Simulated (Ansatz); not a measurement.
Species: sum formula SiHSCl₂, net charge 0, doublet state. It need not be the lowest isomer of its formula. 
Structure (B3LYP-D3(BJ)/def2-TZVP (Ansatz, an electronic-structure program) minimum search):
SMILES: S[Si](Cl)Cl
```xyz
5

S      1.4157    -0.3135     1.3676
Si     0.1035    -0.4378    -0.3232
Cl    -1.7960    -0.5839     0.4709
Cl     0.2312     1.2450    -1.5273
H      2.5013    -0.0934     0.6032
```
Charge 0, spin multiplicity 2.

Wanted: atomisation energy (electronic, to ground-state atoms), in kJ/mol. Valence correlation only, unless marked. UHF or UKS for open shells. No spin-orbit coupling. No relativistic terms. The coupled-cluster limit lacks core correlation, which all-electron functionals hold. CBS(X,Y): correlation extrapolated as X^-3; Hartree-Fock from the larger set. The bracket is a focal-point correction in the basis named.

```json
[
 {"level": "PBE0/STO-3G", "program": "Ansatz", "atomisation energy (kJ/mol)": "1706.5", "minus last row": "253.6"},
 {"level": "PBE0-D4/def2-TZVPD", "program": "Ansatz + dftd4", "atomisation energy (kJ/mol)": "1460.0", "minus last row": "7.1"},
 {"level": "LC-wPBE-D4/def2-TZVPD", "program": "Ansatz + dftd4", "atomisation energy (kJ/mol)": "1435.4", "minus last row": "-17.5"},
 {"level": "LC-wPBE/def2-TZVPD", "program": "Ansatz", "atomisation energy (kJ/mol)": "1413.1", "minus last row": "-39.8"},
 {"level": "CCSD/aug-cc-pV(D+d)Z", "program": "Ansatz", "atomisation energy (kJ/mol)": "1265.3", "minus last row": "-187.6"},
 {"level": "RI-MP2/CBS(cc-pV(T+d)Z,cc-pV(Q+d)Z)+[CCSD(T)-MP2]/cc-pV(T+d)Z", "program": "Ansatz", "atomisation energy (kJ/mol)": "1442.8", "minus last row": "-10.1"},
 {"level": "CCSD(T)/CBS(aug-cc-pV(T+d)Z,aug-cc-pV(Q+d)Z)", "program": "Ansatz", "atomisation energy (kJ/mol)": "1452.9", "minus last row": "0.0"}
]
```
